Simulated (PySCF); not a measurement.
**Exact mass, isotope pattern and composition**

Species: `C[C@@H]1C[C@H]1[SiH2]P[SiH2][SiH3]`.

All values are calculated from tables of isotopes.

Q: Molar mass and exact mass?

A: For C4H15PSi3, with standard atomic weights, 4 × 12.011 + 3 × 28.085 + 1 × 30.974 + 15 × 1.008 = 178.393 g/mol. From the most abundant isotopes (12C, 28Si, 31P, 1H), 4 × 12.000000 + 3 × 27.976927 + 1 × 30.973762 + 15 × 1.007825 = 178.0219 u.

Q: Give the isotope pattern of the molecular ion M+•, merging species of the same nominal mass.

A: 
| nominal mass | m/z (centroid) | relative intensity |
| --- | --- | --- |
| 178 | 178.0214 | 100.0 |
| 179 | 179.0218 | 19.7 |
| 180 | 180.0188 | 11.6 |
| 181 | 181.0192 | 1.5 |
| 182 | 182.0161 | 0.4 |

Lines under 0.1 % of the tallest are left out. One electron mass, 0.00055 u, is taken off. Abundances used (%; other tables differ somewhat): 12C 98.93, 13C 1.07; 28Si 92.2297, 29Si 4.6832, 30Si 3.0872; 1H 99.9885, 2H 0.0115.

Q: Which m/z would the protonated, sodiated and deprotonated molecule have?

A: [M+H]+ 179.0292, [M+Na]+ 201.0111, [M−H]− 177.0146, for the monoisotopic species (arithmetic only; whether such ions form is another matter).

Q: What resolving power m/Δm just matches the spacing of the species with one 29Si and with one 13C?

A: They lie 0.00379 u apart at mass 179.02, so m/Δm is about 47000.

Q: What share of all molecules is the monoisotopic species?

A: 0.9893^4 × 0.922297^3 × 1 × 0.999885^15 = 75.02 %.

Q: Which singly substituted isotopologues are there?

A: Intensity in % of the monoisotopic species:

```
isotope  mass shift (u)       m/z  intensity (%)
   29Si        +0.99957  179.0209          15.23
    13C        +1.00335  179.0247           4.33
     2H        +1.00628  179.0276           0.17
   30Si        +1.99684  180.0182          10.04
```

Species under 0.02 % are left out.

Q: Give the mass fraction of each element.

A: C 26.93 %, Si 47.23 %, P 17.36 %, H 8.48 %.
